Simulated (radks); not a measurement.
These are the eigenvalues of the occupied orbitals of an atom or ion with whole-number occupations (eV). All-electron calculation, non-relativistic Kohn-Sham, PW91, spin-unpolarised, spherical densities, point nucleus. Program: a radial shooting solver on a logarithmic mesh with Libxc functionals.

1s: -1858.856
2s: -202.7311
2p: -160.9262
3s: -48.3623
4s: -20.1194

Which element is it, and in what charge state? The configuration may be excited.

Answer. Z = 14, silicon, charge +3: Si3+ in [He] 2s2 2p5 3s1 4s1. The list shows which subshells hold electrons but not how many an open one holds; the 1s level, -68.312 hartree, gives Z - s = 11.7 by -(Z - s)^2/2, which with screening narrows Z to a few neighbours, and the depths of the outer levels then fix element, charge and occupations together.
